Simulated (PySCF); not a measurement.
**EPR parameters of C7H13**

C7H13 (doublet state).
Structure used (GFN2-xTB), in Å, numbered top down from 1:
```
atom  x, y, z in Å
C1     2.5536   -0.3632    0.5015
C2     1.0540   -0.3893    0.7688
C3     0.2609   -0.3193   -0.5444
C4     0.2108    1.0035   -1.2150
C5    -1.2613    1.1266   -1.1218
C6    -1.2931   -0.2718   -0.4643
C7    -1.9486   -0.3474    0.9020
H8     3.1089   -0.3990    1.4360
H9     2.8496   -1.2155   -0.1068
H10    2.8281    0.5461   -0.0274
H11    0.7864    0.4579    1.4017
H12    0.7915   -1.3079    1.2979
H13    0.6282   -1.1355   -1.1838
H14    0.9527    1.5977   -1.7089
H15   -1.7965    1.2166   -2.0734
H16   -1.6229    1.9329   -0.4735
H17   -1.7463   -1.0200   -1.1184
H18   -3.0199   -0.1802    0.8044
H19   -1.7958   -1.3274    1.3488
H20   -1.5453    0.4057    1.5734
```

The hyperfine couplings belong to this conformer and change with its torsions.

Identity: `CC[C@@H]1[CH]C[C@@H]1C` [radical].

Method used: UKS B3LYP, pcH-1 on C H, non-relativistic, mean-field spin-orbit, GIAO in PySCF 2.14.0. One conformer (not necessarily the lowest) at the GFN2-xTB geometry, without solvent, vibrations or thermal averaging. The geometry wasn't refined by DFT: couplings that depend on bond lengths, twists or pyramidal angles can differ widely from those at the functional's own minimum. Stability of the SCF solution: not tested.

```
g1, g2, g3                      : 2.00218, 2.00280, 2.00294
g_iso                           : 2.00264
Form of g                       : rhombic: the two nearest values differ by 18 % of g3 − g1
⟨S²⟩                            : 0.7542 (exact 0.7500)
α and β electrons               : 28, 27
HOMO–LUMO gap, α and β orbitals : 6.35, 6.69 eV
Total energy                    : -274.51514 Eh
```

Hyperfine couplings atom by atom, in mT; T1 to T3 are the principal values of the dipolar part; ρ(0) is the spin density at the nucleus (MHz turned into mT with g_iso):

```
atom  isotope  a_iso     T1     T2    T3  Mulliken spin population  ρ(0) (bohr⁻³)
  C1      13C  -0.03  -0.02  -0.01  0.03                      0.00        -0.0007
  C2      13C   2.32  -0.18  -0.16  0.34                      0.04         0.0578
  C3      13C  -1.19  -0.09   0.01  0.09                     -0.08        -0.0297
  C4      13C   3.40  -2.85  -2.80  5.66                      1.01         0.0848
  C5      13C  -1.26  -0.10   0.02  0.08                     -0.09        -0.0314
  C6      13C   0.17  -0.05  -0.04  0.10                      0.01         0.0043
  C7      13C  -0.08  -0.02  -0.01  0.03                      0.00        -0.0020
  H8       1H   0.05  -0.04  -0.03  0.08                      0.00         0.0003
  H9       1H   0.01  -0.05  -0.05  0.10                      0.00         0.0000
 H10       1H   0.01  -0.10  -0.09  0.19                      0.00         0.0001
 H11       1H  -0.13  -0.20  -0.06  0.26                      0.00        -0.0008
 H12       1H   0.17  -0.10  -0.07  0.17                      0.01         0.0011
 H13       1H   3.73  -0.16  -0.13  0.29                      0.05         0.0234
 H14       1H  -2.19  -1.36   0.00  1.36                     -0.04        -0.0137
 H15       1H   3.95  -0.16  -0.12  0.28                      0.05         0.0248
 H16       1H   4.57  -0.17  -0.14  0.31                      0.05         0.0286
 H17       1H  -0.15  -0.10  -0.09  0.19                      0.00        -0.0010
 H18       1H   0.01  -0.04  -0.04  0.08                      0.00         0.0001
 H19       1H   0.00  -0.04  -0.04  0.07                      0.00         0.0000
 H20       1H   0.01  -0.07  -0.06  0.13                      0.00         0.0000
```

The Mulliken spin populations are largest on C4 (+1.01), C5 (-0.09) and C3 (-0.08). No atom but C4 exceeds +0.15. The positive populations add up to 1.22 and the negative ones to -0.22, together 2S = 1. The angles at C4 add up to 359.5°, so it is planar; its axial dipolar tensor and the negative coupling of its proton fit spin in a p orbital normal to that plane.

Axes: g2 points within 4° of the C4–C5 bond and g3 points within 5° of the C3–C4 bond.

Under fast tumbling the dipolar parts average out, and these isotropic splittings remain (the largest six): 1 × 1H (H16, I = 1/2, 2 lines) with 4.57 mT, 1 × 1H (H15, I = 1/2, 2 lines) with 3.95 mT, 1 × 1H (H13, I = 1/2, 2 lines) with 3.73 mT, 1 × 1H (H14, I = 1/2, 2 lines) with 2.19 mT, 1 × 1H (H12, I = 1/2, 2 lines) with 0.17 mT and 1 × 1H (H17, I = 1/2, 2 lines) with 0.15 mT.

The 13C coupling of C4 (95.3 MHz) shows only in satellite lines or after enrichment, since that isotope makes up about 1.07 % of natural carbon.

The run took 74 s wall (with the writing of density and orbital grids) on Arm Neoverse V2, one thread, shared host with 192 logical CPUs at a one-minute load of 102, and the process peaked at 1.0 GiB of memory.
